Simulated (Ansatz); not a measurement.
Mulliken charges of Cl₂H₂SSn (`[SH][SnH]([Cl])[Cl]`) from r2SCAN/def2-TZVPP in Ansatz (PBE0-D4/def2-TZVP geometry).

| atom | x (Å) | y (Å) | z (Å) | charge (e) |
| --- | --- | --- | --- | --- |
| S1 | -0.286 | 0.525 | -1.854 | -0.323 |
| Sn2 | 0.247 | -0.314 | 0.303 | 0.982 |
| Cl3 | -1.280 | 0.528 | 1.828 | -0.353 |
| Cl4 | -0.051 | -2.600 | 0.169 | -0.350 |
| H5 | -0.390 | 1.785 | -1.392 | 0.122 |
| H6 | 1.802 | 0.011 | 0.899 | -0.078 |

Q: By hand: the dipole of these point charges (1 e Å = 4.8032 D).

A: Σ q r = (0.616, 0.463, -0.048) e Å, of length 0.772 e Å = 3.71 D.

Q: How does the dipole of the full density compare? (Best estimate.)

A: Computed: (0.345, 0.347, -0.078) e Å, 2.38 D; the point charges give 1.56 times that, at 10° from its direction.

Point charges leave out the atoms' own dipoles, such as those of lone pairs, and Mulliken's split depends on the basis, so the two needn't agree.
